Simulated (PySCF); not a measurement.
C2H4BFO3.

```xyz
11

B      0.1216     0.3907     1.1414
F     -0.9943    -0.1479     1.6274
O      0.6595    -0.0632    -0.0475
C     -0.0986    -0.3309    -1.1525
C      0.6651    -1.1541    -2.1522
O     -1.2171     0.0834    -1.2808
H      0.0542    -1.3148    -3.0478
H      0.9401    -2.1202    -1.7008
H      1.6034    -0.6420    -2.4146
O      0.8016     1.3314     1.8242
H      0.3924     1.5526     2.6706
```

The structure is a stationary point at B3LYP-D3(BJ)/def2-SVP. The values are those of a single conformer.

All values below come from PBE0/pcSseg-1 (PySCF). Non-relativistic, no solvent.

Computed absolute GIAO shielding of each atom: isotropic value and principal components (ppm):
```json
[
 {"atom": "B1", "σ(iso)": "83.6", "σ11": "68.7", "σ22": "83.9", "σ33": "98.3", "span": "29.6"},
 {"atom": "F2", "σ(iso)": "289.2", "σ11": "166.4", "σ22": "330.1", "σ33": "370.9", "span": "204.5"},
 {"atom": "O3", "σ(iso)": "99.2", "σ11": "-24.7", "σ22": "128.1", "σ33": "194.3", "span": "219.0"},
 {"atom": "C4", "σ(iso)": "11.6", "σ11": "-103.1", "σ22": "67.4", "σ33": "70.4", "span": "173.5"},
 {"atom": "C5", "σ(iso)": "160.8", "σ11": "139.7", "σ22": "151.4", "σ33": "191.4", "span": "51.6"},
 {"atom": "O6", "σ(iso)": "-158.6", "σ11": "-450.0", "σ22": "-264.8", "σ33": "239.0", "span": "689.0"},
 {"atom": "H7", "σ(iso)": "29.5", "σ11": "25.6", "σ22": "27.8", "σ33": "35.0", "span": "9.4"},
 {"atom": "H8", "σ(iso)": "29.0", "σ11": "25.7", "σ22": "28.1", "σ33": "33.3", "span": "7.7"},
 {"atom": "H9", "σ(iso)": "29.0", "σ11": "25.5", "σ22": "28.1", "σ33": "33.5", "span": "8.0"},
 {"atom": "O10", "σ(iso)": "231.1", "σ11": "138.2", "σ22": "272.4", "σ33": "282.8", "span": "144.6"},
 {"atom": "H11", "σ(iso)": "27.3", "σ11": "21.1", "σ22": "23.3", "σ33": "37.6", "span": "16.5"}
]
```
